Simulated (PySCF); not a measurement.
**GaF₂ + HF → GaHF + F₂**

Level: PBE0 in the def2-TZVP basis family, all electrons, no relativity, computed in PySCF with density fitting; open shells unrestricted.

```
species                                     state and structure       E (Eh)  ZPE (kJ/mol)  H(298 K) − H(0) (kJ/mol)  S° (J/(mol K))
   GaF₂          doublet, C2v, Ga–F 1.756 Å (×2); F–Ga–F 116.7°  -2124.23652           9.0                      12.2           279.0
     HF                               singlet, C∞v, H–F 0.920 Å   -100.39188          24.9                       8.7           173.6
   GaHF  doublet, Cs, Ga–F 1.767 Å, Ga–H 1.610 Å; F–Ga–H 114.1°  -2024.98784          17.3                      10.8           258.6
     F₂                               singlet, D∞h, F–F 1.376 Å   -199.40856           6.6                       8.7           201.9
```

Task: What is the electronic reaction energy?

Result: At PBE0/def2-TZVP, ΔE = 609.1 kJ/mol from the differences of the total energies times 2625.5, uphill. 

Task: Add zero-point, thermal and entropy terms for 298.15 K and 1 bar.

Result: ΔZPE = -10.0 and Δ[H(298) − H(0)] = -1.4 kJ/mol give ΔH° = 597.7 kJ/mol. ΔS° = 7.9 J/(mol K), so ΔG° = 597.7 − 298.15 × (0.0079) = 595 kJ/mol.

Each species is the lowest minimum found with this bonding; other isomers or fragments can lie lower.
